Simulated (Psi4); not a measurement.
Approach curve of the dimer C2H6Mg ··· CO (SMILES [CH3][Mg][CH3] and [C-]#[O+]). Monomers: optimised at B3LYP-D3(BJ) (def2-TZVP), held rigid. Orientation: lowest of the rigid-body minima from ten starts at GFN2-xTB (searched outside a hard wall at short contacts). The monomers approach along the line of their centres of mass (distance R); nothing else relaxes. The shortest distances reach bonding range, where SAPT0 and rigid monomers are unreliable.

Calculation: SAPT0/jun-cc-pVDZ, frozen core (Psi4 1.11).

Components in kcal/mol:

| R / Å | electrostatics | exchange | induction | dispersion | total |
|---|---|---|---|---|---|
| 2.32 | -12.43 | 50.22 | -11.98 | -7.15 | 18.66 |
| 2.50 | -7.96 | 31.92 | -8.32 | -5.55 | 10.10 |
| 2.72 | -4.40 | 18.20 | -5.10 | -4.04 | 4.65 |
| 2.89 | -2.68 | 11.69 | -3.41 | -3.15 | 2.44 |
| 3.21 | -0.94 | 4.98 | -1.53 | -1.97 | 0.54 |
| 3.48 | -0.32 | 2.37 | -0.75 | -1.33 | -0.03 |
| 3.99 | 0.03 | 0.56 | -0.20 | -0.64 | -0.25 |
| 4.73 | 0.07 | 0.06 | -0.03 | -0.24 | -0.15 |
| 5.66 | 0.04 | 0.00 | -0.01 | -0.09 | -0.05 |
| 6.98 | 0.02 | 0.00 | 0.00 | -0.03 | -0.01 |
